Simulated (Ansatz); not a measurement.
Start from `CN[SiH](O)O` and change one atom or group to get `O[SiH](O)N[SiH](Cl)Cl`.

Ansatz, PBE0-D4/def2-TZVP geometries, multiplicity 1. Each molecule was computed in one conformer, which needn't be the lowest.

| property | `CN[SiH](O)O` |
| --- | --- |
| size of the dipole moment (ωB97M-V/def2-TZVPP) / D | 1.55 |
| HOMO–LUMO gap (ωB97M-V/def2-TZVPP) / eV | 11.71 |
| HOMO–LUMO gap (PBE0/def2-TZVPP) / eV | 7.89 |
| HOMO energy (ωB97M-V/def2-TZVPP) / eV | -9.39 |
| HOMO energy (PBE/def2-TZVPP) / eV | -5.60 |
| HOMO energy (PBE0/def2-TZVPP) / eV | -7.01 |

**Question.** What does the change do to each property? (An estimate is asked.)

**Answer.** Computed: 
```json
{"property": "size of the dipole moment (ωB97M-V/def2-TZVPP) / D", "`O[SiH](O)N[SiH](Cl)Cl`": "0.99", "shift": "-0.56"}
{"property": "HOMO–LUMO gap (ωB97M-V/def2-TZVPP) / eV", "`O[SiH](O)N[SiH](Cl)Cl`": "12.84", "shift": "1.13"}
{"property": "HOMO–LUMO gap (PBE0/def2-TZVPP) / eV", "`O[SiH](O)N[SiH](Cl)Cl`": "8.83", "shift": "0.94"}
{"property": "HOMO energy (ωB97M-V/def2-TZVPP) / eV", "`O[SiH](O)N[SiH](Cl)Cl`": "-10.66", "shift": "-1.27"}
{"property": "HOMO energy (PBE/def2-TZVPP) / eV", "`O[SiH](O)N[SiH](Cl)Cl`": "-6.91", "shift": "-1.31"}
{"property": "HOMO energy (PBE0/def2-TZVPP) / eV", "`O[SiH](O)N[SiH](Cl)Cl`": "-8.34", "shift": "-1.33"}
```

With PBE0 the HOMO falls by 1.33 eV and the LUMO falls by 0.39 eV, so the gap widens by about 0.94 eV. PBE moves the HOMO by -1.31 eV and ωB97M-V by -1.27 eV. Dipoles are sizes alone; their direction can turn.
